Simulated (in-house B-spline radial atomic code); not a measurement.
The numbers below are computed, except where a source is named.
## Making a Troullier-Martins s channel for Cd, r_c = 0.93 bohr

Cd, [Kr] 4d10 5s2, non-relativistic PBE, spherical and spin-unpolarised, from an all-electron radial atomic-structure program (B-spline basis) (atomic units). The all-electron 4s level is ε = -3.601259 hartree, its outermost node lies just inside 0.45 bohr and its outer maximum at 0.82 bohr.

Inside r_c the pseudo-orbital is u(r) = r^1 exp(p(r)), with p = c0 + c2 r² + c4 r⁴ + … + c12 r¹². The seven coefficients follow from p and its first four derivatives at r_c, from zero curvature of the screened potential at the origin, c4 = −c2²/(2l + 5), and from the norm inside r_c. At r_c the all-electron orbital has P = 1.175198, P' = -0.9202375, the screened potential V = -6.113349, V' = 16.2893, V'' = -53.30596, and the norm inside is Q = 0.5571915.

(1) What are p, p' and p'' at r_c?

For a trial c2 the five matching conditions are linear in c0, c6, c8, c10 and c12, and c2 is varied until the norm inside r_c equals Q. The root nearest zero gives:

```csv
n,c_n
0,-0.4577235
2,4.140381
4,-3.428551
6,-7.171225
8,14.16327
10,-9.429082
12,2.277053
```

(2) Check c4 and p(r_c), and find the screened pseudopotential at the origin.

Orbitals and screened potentials:

```
r (bohr)        P        u  V all-electron  V pseudo
   0.093   0.4488  0.06097          -351.3       8.8
   0.232  -0.5696   0.1814          -92.07     8.101
   0.372  -0.4095   0.3854          -41.01      4.71
   0.512   0.4265   0.7043          -22.39    -2.082
   0.651    1.015    1.048          -13.73    -8.146
    0.79    1.224    1.224           -9.02    -8.692
    0.93    1.175    1.175          -6.113    -6.113
```

Logarithmic derivatives P'/P at R = 1.23 bohr, for energies E around ε:

```json
{"E − ε (hartree)": "-0.5", "all-electron": "-0.65355", "pseudo": "-0.655216"}
{"E − ε (hartree)": "-0.25", "all-electron": "-1.16317", "pseudo": "-1.16367"}
{"E − ε (hartree)": "-0.1", "all-electron": "-1.52372", "pseudo": "-1.52376"}
{"E − ε (hartree)": "0", "all-electron": "-1.79301", "pseudo": "-1.79293"}
{"E − ε (hartree)": "0.1", "all-electron": "-2.09", "pseudo": "-2.09004"}
{"E − ε (hartree)": "0.25", "all-electron": "-2.59865", "pseudo": "-2.59959"}
{"E − ε (hartree)": "0.5", "all-electron": "-3.67646", "pseudo": "-3.68249"}
```

(3) With P(R) = 0.7774907 and a norm of 0.8535281 inside R, what slope in energy does norm conservation fix?

## Answers

(1) p = ln(P/r_c^1) = ln(1.175198/0.93) = 0.23401. p' = P'/P − 1/r_c = -0.78305 − 1.07527 = -1.85832. The radial equation gives p'' = 2(V − ε) − 2(1) p'/r_c − p'² = -5.02418 − (-3.99638) − 3.45334 = -4.48114. Differentiating, p''' = 2V' + 2(1)p'/r_c² − 2(1)p''/r_c − 2p'p'' = 21.264, and p'''' = 2V'' − 4(1)p'/r_c³ + 4(1)p''/r_c² − 2(1)p'''/r_c − 2p''² − 2p'p''' = -124.96.

(2) −c2²/5 = -3.42855, as listed. The terms c_n r_c^n are -0.45772, 3.58102, -2.56473, -4.63971, 7.92551, -4.56351, 0.95317, which sum to 0.23401. Inverting the radial equation, V_l(r) = ε + 1 p'/r + (p'' + p'²)/2, so V_l(0) = ε + (2l + 3) c2 = -3.601259 + 3 × (4.14038) = 8.8199 hartree, finite where the all-electron potential diverges.

(3) d(P'/P)/dE = −2 × (norm inside R)/P(R)² = -2.8240 per hartree·bohr at E = ε, for both atoms, since orbital and norm agree at R. Differences over ±0.1 hartree give -2.8314 (all-electron) and -2.8314 (pseudo), which also hold third-order terms. Half a hartree below ε the two curves differ by -0.0017.
